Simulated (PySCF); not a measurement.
Potential energy of SrSi along the bond

Set-up: PySCF, scalar-relativistic core potentials, basis sets Sr def2-TZVPP with ECP28, Si def2-TZVPP. Energies in eV from Sr + Si in their ground configurations at the same level. State: Ms = 1 determinant of mixed spin (⟨S²⟩ near 2.6), unpaired electrons π ↑↑.

All columns are PBE0. A positive dipole means Sr(−)Si(+).

| R (Å) | E (eV) | μ (D) | Mulliken charge on Sr (basis-dependent) | HOMO (eV) | LUMO (eV) | Mayer bond order | ⟨S²⟩ |
| --- | --- | --- | --- | --- | --- | --- | --- |
| 2.522 | -1.107 | -3.58 | 0.62 | -3.98 | -1.96 | 1.28 | 2.54 |
| 2.639 | -1.407 | -3.95 | 0.58 | -4.08 | -2.01 | 1.26 | 2.55 |
| 2.756 | -1.572 | -4.29 | 0.54 | -4.17 | -2.07 | 1.23 | 2.56 |
| 2.844 | -1.631 | -4.53 | 0.52 | -4.24 | -2.12 | 1.21 | 2.57 |
| 2.932 | -1.648 | -4.77 | 0.50 | -4.30 | -2.17 | 1.18 | 2.58 |
| 3.020 | -1.633 | -5.00 | 0.48 | -4.36 | -2.22 | 1.16 | 2.58 |
| 3.137 | -1.576 | -5.31 | 0.46 | -4.44 | -2.29 | 1.11 | 2.59 |
| 3.284 | -1.468 | -5.67 | 0.45 | -4.53 | -2.38 | 1.06 | 2.58 |
| 3.460 | -1.309 | -6.06 | 0.43 | -4.47 | -2.47 | 1.00 | 2.57 |
| 3.694 | -1.082 | -6.44 | 0.41 | -4.39 | -2.58 | 0.91 | 2.53 |

A fit through these points gives, at Re = 2.930 Å, μ = -4.76 D and dμ/dR = -2.68 D/Å; the reduced mass is 21.22 u.

How strong is the fundamental in the double-harmonic approximation, I = 42.26·(dμ/dR)²/μred km/mol?

I = 42.26·(-2.68)²/21.22 = 14.3 km/mol at PBE0.

Spin–orbit coupling is left out. The state was picked by a PBE0 search and need not be the measured ground state.
